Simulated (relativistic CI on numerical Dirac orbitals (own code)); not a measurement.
# Spin-allowed bands of a d8 ion in an octahedral site, by hand

Problem. Take Δ = 7250 cm⁻¹ and B = 970 cm⁻¹ for a d8 ion in an octahedral site. Calculate the three spin-allowed bands.

Working.
1. The terms of highest spin are 3F (energy 0) and 3P (15B = 14550 cm⁻¹). Here the F term splits into A2 at −1.2Δ = -8700, T2 at −0.2Δ = -1450 and T1 at +0.6Δ = 4350 cm⁻¹.
2. The two T1 states mix through the element 0.4Δ: H = [[4350, 2900], [2900, 14550]], with roots ½(H₁₁ + H₂₂) ∓ ½√[(H₂₂ − H₁₁)² + 4H₁₂²] = ½(18900) ∓ ½(11734) = 3583 and 15317 cm⁻¹.
3. The ground term is 3A2 at -8700 cm⁻¹.
4. Bands: 3T2 7250 cm⁻¹ (1379 nm), 3T1(F) 12283 cm⁻¹ (814 nm), 3T1(P) 24017 cm⁻¹ (416 nm).

Check. Exact diagonalisation of the whole d8 shell with these parameters gives 3T2 7250, 3T1 12283, 3T1 24017 cm⁻¹. The match is exact, since without spin-orbit coupling no other term has this spin. The ratio of the second band to the first, 1.694, depends on Δ/B = 7.5 alone, which is how a Tanabe-Sugano diagram is read.
